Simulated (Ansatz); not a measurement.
Start from `BB(C)CCl` and change one atom or group to get `BBC`.

Ansatz, PBE0-D4/def2-TZVP geometries, multiplicity 1. Each molecule was computed in one conformer, which needn't be the lowest.

```tsv
property	`BB(C)CCl`
zero-point energy (PBE0-D4/def2-TZVP) / kJ/mol	231.1
HOMO–LUMO gap (PBE0/def2-TZVPP) / eV	6.55
LUMO energy (B3LYP/def2-TZVPP) / eV	-1.60
HOMO energy (B3LYP/def2-TZVPP) / eV	-7.75
LUMO energy (PBE0/def2-TZVPP) / eV	-1.40
HOMO–LUMO gap (ωB97M-V/def2-TZVPP) / eV	10.75
```

Question: What does the change do to each property? (An estimate is asked.)

Answer: Computed: 
```json
{"property": "zero-point energy (PBE0-D4/def2-TZVP) / kJ/mol", "`BBC`": "177.0", "shift": "-54.1"}
{"property": "HOMO–LUMO gap (PBE0/def2-TZVPP) / eV", "`BBC`": "6.46", "shift": "-0.09"}
{"property": "LUMO energy (B3LYP/def2-TZVPP) / eV", "`BBC`": "-1.78", "shift": "-0.18"}
{"property": "HOMO energy (B3LYP/def2-TZVPP) / eV", "`BBC`": "-7.84", "shift": "-0.09"}
{"property": "LUMO energy (PBE0/def2-TZVPP) / eV", "`BBC`": "-1.55", "shift": "-0.15"}
{"property": "HOMO–LUMO gap (ωB97M-V/def2-TZVPP) / eV", "`BBC`": "10.65", "shift": "-0.10"}
```

With PBE0 the HOMO falls by 0.06 eV and the LUMO falls by 0.15 eV, so the gap narrows by about 0.09 eV. PBE moves the HOMO by -0.07 eV and ωB97M-V by -0.07 eV. The zero-point energy changes by -54.1 kJ/mol with -9 modes.

B3LYP here is the variant with VWN-RPA as its local correlation; programs differ in this.
